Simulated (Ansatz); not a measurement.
The same hydrogenolysis along the group F, Cl, Br, I.

Program: Ansatz. Geometries: PBE0-D4/def2-TZVP. ΔE: electronic, gas phase. CCSD(T)/CBS is the MP2 limit (def2-TZVPP, def2-QZVPP) plus CCSD(T) − MP2 in def2-TZVPP, frozen cores. This one scheme is used for every species. Functionals use def2-TZVPP. Elements past krypton have def2 core potentials. For Br, Ge, I outer-core shells are correlated without core-valence functions, which leaves a few kJ/mol of doubt a bond. Scalar relativity is left out up to krypton.

```json
{"reaction": "`[CH3][GeH2][F]` + H₂ → `[CH3][GeH3]` + H–F", "PBE-D4 (kJ/mol)": "43", "revPBE-D4 (kJ/mol)": "45", "CCSD(T)/CBS(def2) (kJ/mol)": "41"}
{"reaction": "`[CH3][GeH2][Cl]` + H₂ → `[CH3][GeH3]` + HCl", "PBE-D4 (kJ/mol)": "61", "revPBE-D4 (kJ/mol)": "64", "CCSD(T)/CBS(def2) (kJ/mol)": "60"}
{"reaction": "`[CH3][GeH2][Br]` + H₂ → `[CH3][GeH3]` + HBr", "PBE-D4 (kJ/mol)": "69", "revPBE-D4 (kJ/mol)": "72", "CCSD(T)/CBS(def2) (kJ/mol)": "70"}
{"reaction": "`[CH3][GeH2][I]` + H₂ → `[CH3][GeH3]` + HI", "PBE-D4 (kJ/mol)": "73", "revPBE-D4 (kJ/mol)": "74", "CCSD(T)/CBS(def2) (kJ/mol)": "74"}
```

Largest T1 diagnostic: 0.011, for `[CH3][GeH2][F]`.
